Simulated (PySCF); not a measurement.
Species: C₄H₅NOSi.
Numbering: `[CH3:1][C:2]#[C:3][Si@@H:4]([OH:5])[C:6]#[N:7]` (hydrogens: H8, H9, H10 on C1; H11 on Si4; H12 on O5)

Level of theory: PySCF, PBE0-D3(BJ)/def2-SVP geometry optimisation, gas phase.

(1) What internal coordinates does the optimisation give?

## Answers

(1) 
| bond | length (pm) |
| --- | --- |
| C1–C2 | 144.9 |
| C2≡C3 | 122.0 |
| C3–Si4 | 181.4 |
| Si4–O5 | 165.1 |
| Si4–C6 | 186.8 |
| C6≡N7 | 116.0 |
| C1–H8, C1–H9, C1–H10 | 110.1 |
| Si4–H11 | 147.8 |
| O5–H12 | 96.2 |

Bonds in one row agree within 1 pm and their mean is given. A selection of angles:
| angle | degrees |
| --- | --- |
| C2–C1–H8 | 110.8 |
| H8–C1–H9 | 108.1 |
| C1–C2–C3 | 179.7 |
| C2–C3–Si4 | 179.1 |
| C3–Si4–O5 | 113.5 |
| C3–Si4–C6 | 106.1 |
| C3–Si4–H11 | 113.0 |
| O5–Si4–C6 | 109.4 |
| O5–Si4–H11 | 106.8 |
| C6–Si4–H11 | 107.9 |
| Si4–O5–H12 | 117.7 |
| Si4–C6–N7 | 179.3 |

Torsions: H12–O5–Si4–C3 49° (synclinal).

The 2 C–C bonds span 1.220 Å (C2≡C3, drawn triple) to 1.449 Å (C1–C2, drawn single), a spread of 0.229 Å. O5 (silanol oxygen) is bent (angle 117.7°). Si4 (oxygen-bound silicon) is distorted tetrahedral (angles from 106.1° to 113.5°). The 2 C–Si bonds span 1.814 Å (C3–Si4, drawn single) to 1.868 Å (Si4–C6, drawn single), a spread of 0.054 Å.

Point group: C1 (no symmetry element, even within 0.4 Å). Whether it is a minimum is left open (no frequencies). The numbers are those of one conformer (C3–Si4–O5–H 49°).
